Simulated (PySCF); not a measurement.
## Computed properties of SiHFClBr, SMILES F[SiH](Cl)Br

SiHFClBr, SMILES Cl[SiH](F)Br. Coordinates come from a B3LYP-D3(BJ)/def2-SVP optimisation. The values are those of a single conformer. All values are computed for the isolated molecule unless a solvent is named; none is compared with measurement here.

**Structure.** All 9 harmonic modes at B3LYP-D3(BJ)/def2-SVP (PySCF) are real, so it is a minimum. With heavy atoms numbered as in [SiH:1]([F:2])([Cl:3])[Br:4], the shortest bond between them is Si1–F2 at 1.614 Å and the longest Si1–Br4 at 2.209 Å.

**Vibrations.** The strongest infrared lines (harmonic, unscaled, degenerate partners summed) lie at 801 cm⁻¹ (218 km/mol, H 90 %, Si 9 %), 925 cm⁻¹ (176 km/mol, F 49 %, Si 45 %), 579 cm⁻¹ (128 km/mol, Si 55 %, Cl 37 %). The softest mode is at 149 cm⁻¹ and the zero-point energy is 9.3 kcal/mol.

**Electronic structure.** PBE0/def2-TZVPD (PySCF) places the frontier levels at -9.11 and -0.62 eV, a gap of 8.49 eV, and gives a dipole moment of 1.13 D and a mean polarisability of 60.1 bohr³.

**Excitations.** TDDFT-B3LYP/def2-SVPD (PySCF) has S1 at 6.85 eV (181 nm, f = 0.029, weak); the most intense of the 10 singlets computed lies at 8.06 eV (f = 0.06). T1 (TDA) is at 6.34 eV. No vertical singlet excitation falls in the visible range (under 3.1 eV).

**NMR.** GIAO shifts at PBE0/pcSseg-1 (PySCF) (non-relativistic, atoms alike by connectivity averaged): ¹H at 6.3 ppm against TMS; ²⁹Si at 13.5 ppm against TMS; ¹⁹F at -121.1 ppm against CFCl3. Without spin–orbit terms, shifts of atoms bonded to Cl or Br come out too high.
